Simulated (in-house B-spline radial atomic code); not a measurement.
Computed with a B-spline radial atomic code. Model: two electrons, singlet ground state, non-relativistic, full CI in B-splines with partial waves to l = 8 (at full coupling up to 3e-4 hartree above the limit, correlation up to 0.6 % small), density held at that of full coupling by Lieb maximisation.

Along the adiabatic connection the electron repulsion is scaled by a coupling λ while a local potential keeps the density fixed. At λ = 0 the system is the Kohn-Sham one and W equals the exchange energy; the exchange-correlation energy is the area under W between 0 and 1. The kinetic energy rises with λ as the electrons avoid each other, with dT/dλ = −λ dW/dλ.

Command:
```bash
python run_ac.py task.json out
```
Settings (lengths in bohr, energies in hartree):
```
potential              dot
strength               0.703
lmax                   8
second                 1
```

Cost of the run: 10 s on 1 thread of Intel(R) Xeon(R) Processor @ 2.30GHz, with other jobs on the host.

**W = mean repulsion less Hartree energy, and W of three functionals.**

Given: confinement charge in harmonic well; well frequency 0.703 hartree; nuclear charge 1; external potential omega^2 r^2/2 - Z/r.

Computed: LDA exchange minus exact 120.25 millihartree; PBE exchange minus exact 29.751 millihartree.

| coupling | W xc (hartree) | W xc minus exchange (millihartree) | kinetic minus Kohn-Sham (millihartree) | LDA (PW92) W minus its exchange (millihartree) | PBE W minus its exchange (millihartree) | SCAN W minus its exchange (millihartree) |
| --- | --- | --- | --- | --- | --- | --- |
| 0 | -0.81832 | 0 | 0 | 0 | 0 | 0 |
| 0.02 | -0.82016 | -1.839 | 0.02 | -11.43 | -2.36 | -1.87 |
| 0.05 | -0.82288 | -4.559 | 0.11 | -23.18 | -5.88 | -4.59 |
| 0.12 | -0.82905 | -10.732 | 0.64 | -43.87 | -13.91 | -10.68 |
| 0.25 | -0.8399 | -21.582 | 2.64 | -72.27 | -27.93 | -21.24 |
| 0.4 | -0.85151 | -33.193 | 6.4 | -97.5 | -42.7 | -32.44 |
| 0.6 | -0.86565 | -47.328 | 13.44 | -124.37 | -60.35 | -46.03 |
| 0.8 | -0.87844 | -60.115 | 22.37 | -146.45 | -76.07 | -58.35 |
| 1 | ? | ? | ? | ? | ? | ? |
| 1.4 | -0.91034 | -92.018 | 57.03 | -196.23 | -114.66 | -89.39 |
| 2 | ? | ? | ? | ? | ? | ? |
| 3 | -0.96577 | -147.44 | 174.66 | -274.8 | -181.66 | -145.24 |
| 4.5 | -0.99714 | -178.82 | 290.66 | -318.46 | -220.97 | -178.16 |
| 7 | -1.0295 | -211.15 | 472.96 | -364.89 | -263.81 | -212.68 |
| 10 | -1.0529 | -234.54 | 668.98 | -400.34 | -297.03 | -237.36 |

Q: What belongs in the row 1?

A: W xc (hartree): -0.89005; W xc minus exchange (millihartree): -71.73; kinetic minus Kohn-Sham (millihartree): 32.81; LDA (PW92) W minus its exchange (millihartree): -165.27; PBE W minus its exchange (millihartree): -90.2; SCAN W minus its exchange (millihartree): -69.58.

Q: What belongs in the row 2?

A: W xc (hartree): -0.93504; W xc minus exchange (millihartree): -116.72; kinetic minus Kohn-Sham (millihartree): 98.74; LDA (PW92) W minus its exchange (millihartree): -231.91; PBE W minus its exchange (millihartree): -144.35; SCAN W minus its exchange (millihartree): -113.93.

Q: What is the SCAN exchange minus exact?

A: 4.3083 millihartree.

**Energy parts, natural occupations and partial-wave weights.**

Computed: exchange energy -0.81832 hartree; correlation energy -0.038924 hartree; kinetic part of the DFT correlation energy 0.032806 hartree; kinetic part over minus potential part 0.45736; Hartree energy 1.6366 hartree; Kohn-Sham kinetic 1.5905 hartree; Lieb Oxford ratio E_xc over LDA exchange 1.228.

| natural | occupation of the shell (electrons) |
| --- | --- |
| s | 1.9791 |
| p | 0.016467 |
| s | 0.0033565 |
| d | 0.00059093 |
| p | ? |
| f | 7.1688e-05 |

Q: What belongs in the row p?

A: occupation of the shell (electrons): 0.00023616.

```csv
wave,weight
s,0.99127
p,0.0083598
d,0.00031605
f,?
g,9.1972e-06
```

Q: What belongs in the row f?

A: weight: 4.0621e-05.

Q: What is the total energy?

A: 0.6451 hartree.

Q: What is the initial slope twice GL2?

A: -0.092476 hartree.

Half-way to full coupling W has made 56 % of its drop, against 50 % for a straight line, and second-order (GL2) theory, half the initial slope, overshoots the correlation energy by about 19 %: a moderate bend, as in light atoms. Over couplings 0 to 1 the errors in E_xc come to about +55 millihartree for LDA, +19 millihartree for PBE, +5.3 millihartree for SCAN, so SCAN is nearest. In LDA and PBE the errors of exchange and correlation have opposite signs, so the sum is smaller than the larger of the two.
